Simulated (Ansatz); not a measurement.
`[NH]1[SiH2][NH][GeH2]1` at its PBE0-D4/def2-TZVP geometry, where that method's forces vanish. Total charge 0; spin multiplicity 1.

```tsv
atom	x (Å)	y (Å)	z (Å)
N1	0.4795	-1.1285	0.0146
Si2	1.0127	0.3871	0.6603
N3	-0.4063	1.1565	0.0336
Ge4	-1.0688	-0.4086	-0.6968
H5	1.0199	-1.8891	-0.3569
H6	2.3117	0.8638	0.1029
H7	1.1367	0.4543	2.1454
H8	-0.9370	1.9211	0.4106
H9	-2.3855	-0.9211	-0.0770
H10	-1.1630	-0.4354	-2.2367
```

(1) For each bond, give half the difference of the two atoms' forces along it (eV/Å; positive pushes the atoms apart) under PBE-D4, r2SCAN-D4, B3LYP-D4, ωB97M-V in def2-TZVPP. (Estimate.)

Answers

(1) Computed: 
```
   bond  length (Å)  PBE-D4  r2SCAN-D4  B3LYP-D4  ωB97M-V
 N1–Si2       1.732    0.15       0.03      0.15     0.14
 N1–Ge4       1.850    0.23       0.08      0.28     0.11
  N1–H5       1.004    0.13       0.00     -0.09    -0.06
 Si2–N3       1.732    0.15       0.03      0.16     0.14
 Si2–H6       1.492    0.00      -0.03     -0.15    -0.18
 Si2–H7       1.492    0.00      -0.03     -0.16    -0.18
 N3–Ge4       1.850    0.23       0.08      0.28     0.11
  N3–H8       1.004    0.13       0.00     -0.09    -0.06
 Ge4–H9       1.543   -0.01      -0.06     -0.13    -0.13
Ge4–H10       1.543   -0.01      -0.06     -0.12    -0.13
```

B3LYP here is the variant with VWN-RPA as its local correlation; programs differ in this.
